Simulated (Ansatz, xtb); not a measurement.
# C2H7FGe: which of two isomers lies lower

Structure I is `C[CH2][GeH2][F]`, a singlet and structure II is `[CH3][GeH]([CH3])[F]`, a singlet. Both are isolated molecules in the gas phase, relaxed with B3LYP-D3(BJ)/def2-SVP; the shapes shown needn't be the lowest conformers.

I (Å):

```tsv
atom	x (Å)	y (Å)	z (Å)
C	-0.1848	0.1088	0.6513
C	0.8908	-0.9822	0.6289
F	3.0745	-2.3230	-0.9225
Ge	1.8928	-1.0299	-1.0533
H	0.2496	1.1136	0.5202
H	-0.7317	0.1129	1.6079
H	-0.9293	-0.0351	-0.1490
H	0.4480	-1.9810	0.7754
H	1.6212	-0.8380	1.4418
H	2.6990	0.2632	-1.3024
H	1.0039	-1.3833	-2.2653
```

II (Å):

```xyz
11

C    -0.4470    0.2489    1.5236
C     2.5600   -0.5991    0.6150
F     1.3253   -1.4756    3.1728
Ge    0.9077   -1.1554    1.4919
H    -0.7742    0.4855    0.4990
H    -0.0300    1.1592    1.9798
H    -1.3220   -0.0713    2.1080
H     0.3649   -2.4946    0.9450
H     2.9375    0.3233    1.0812
H     3.3277   -1.3815    0.7053
H     2.3774   -0.4054   -0.4536
```

Quicker runs give these differences E(II) − E(I): GFN2-xTB −0.2 kcal/mol; HF/STO-3G −10.5 kcal/mol (at GFN2-xTB geometries); r2SCAN-D4/def2-SVP −11.2 kcal/mol (at GFN2-xTB geometries).

Question: Estimate E(II) − E(I) at the level CCSD(T)/def2-SVP + ΔMP2/def2-TZVPP.

Answer: Calculated at CCSD(T)/def2-SVP + ΔMP2/def2-TZVPP: E(II) − E(I) = −12.4 kcal/mol, so structure II lies lower.

The same difference at several levels:

```json
{"level": "GFN2-xTB", "geometry": "GFN2-xTB", "E(II) − E(I) (kcal/mol)": "−0.2", "departure from the last row (kcal/mol)": "+12.1", "job, with rough time for the two": "optimisation, 0.096 s"}
{"level": "HF/STO-3G", "geometry": "GFN2-xTB", "E(II) − E(I) (kcal/mol)": "−10.5", "departure from the last row (kcal/mol)": "+1.8", "job, with rough time for the two": "single point, 0.36 s"}
{"level": "r2SCAN-D4/def2-SVP", "geometry": "GFN2-xTB", "E(II) − E(I) (kcal/mol)": "−11.2", "departure from the last row (kcal/mol)": "+1.1", "job, with rough time for the two": "single point, 3.9 s"}
{"level": "B3LYP-D3(BJ)/def2-SVP", "geometry": "B3LYP-D3(BJ)/def2-SVP", "E(II) − E(I) (kcal/mol)": "−10.1", "departure from the last row (kcal/mol)": "+2.3", "job, with rough time for the two": "optimisation, 37 s"}
{"level": "HF/def2-SVP", "geometry": "B3LYP-D3(BJ)/def2-SVP", "E(II) − E(I) (kcal/mol)": "−10.1", "departure from the last row (kcal/mol)": "+2.3", "job, with rough time for the two": "part of the CCSD(T) run"}
{"level": "MP2/def2-SVP", "geometry": "B3LYP-D3(BJ)/def2-SVP", "E(II) − E(I) (kcal/mol)": "−10.1", "departure from the last row (kcal/mol)": "+2.3", "job, with rough time for the two": "part of the CCSD(T) run"}
{"level": "CCSD(T)/def2-SVP", "geometry": "B3LYP-D3(BJ)/def2-SVP", "E(II) − E(I) (kcal/mol)": "−9.3", "departure from the last row (kcal/mol)": "+3.1", "job, with rough time for the two": "single point"}
{"level": "CCSD(T)/def2-SVP + ΔMP2/def2-TZVPP", "geometry": "B3LYP-D3(BJ)/def2-SVP", "E(II) − E(I) (kcal/mol)": "−12.4", "departure from the last row (kcal/mol)": "", "job, with rough time for the two": "single point, 39 s"}
```

As drawn, II has 1 C–Ge, 1 C–H in place of 1 C–C, 1 Ge–H.

GFN2-xTB finds them nearly level. The largest departure from CCSD(T)/def2-SVP + ΔMP2/def2-TZVPP is that of GFN2-xTB, 12.1 kcal/mol. The last row adds to CCSD(T) the change of the MP2 difference between the two basis sets, here −3.1 kcal/mol, a large step that makes the value less sure.

With harmonic frequencies from B3LYP-D3(BJ)/def2-SVP (ideal gas, rigid rotor, one conformer each, 298.15 K, 1 atm): on the last row, ΔE + ΔZPE = −12.5 kcal/mol. A mode under 50 cm⁻¹ makes harmonic enthalpies and free energies unreliable, so none is given.

The correlated steps freeze 12 core orbitals; the filled d shell of Ge is correlated, in a basis made for valence electrons. Codes used: Ansatz 0.2.0, xtb 6.7.1; the last row on 2 threads of Arm Neoverse V2 on a shared host.
